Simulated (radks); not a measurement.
Results of a calculation; reference values are marked as such.
Species: Cl15+. Configuration: [He] (the NIST ground configuration).

Code: a radial shooting solver on a logarithmic mesh with Libxc functionals. Model: Dirac Kohn-Sham, PBE, spin-unpolarised, spherical densities, finite nucleus; Fermi nuclear charge, rms radius 3.3654 fm.

Energy parts (hartree):
total: -279.39034
kinetic: 281.48826
electron-nucleus: -571.48149
Hartree: 20.89602
exchange-correlation: -10.29314

Orbitals (lengths in bohr, moments of r in powers of bohr; <r^-3> diverges for s and p1/2; r(max) is where P^2 peaks):
orbital  occ.  eigenvalue (hartree)   r(max)    <r^2>  <r^-3>      <r>
1s1/2       2             -130.6625  0.05921  0.01084       -  0.08994

The highest occupied level is 1s1/2 at -3555.5 eV. The electron density at the nucleus is 3355 e/bohr^3. Summed over all electrons, <r^2> = 0.02169 bohr^2, which gives a Langevin (diamagnetic) susceptibility term of -0.0172 x 10^-6 cm^3/mol. The density falls to 0.001 e/bohr^3 at r = 0.45 bohr. For comparison, the ionisation energy in NIST's Atomic Spectra Database is 3658.3 eV (theoretical). In exact Kohn-Sham theory the highest level is minus the ionisation energy, but local and semilocal functionals leave it too shallow, through self-interaction and a potential that decays too fast; potentials with the right tail come closer.
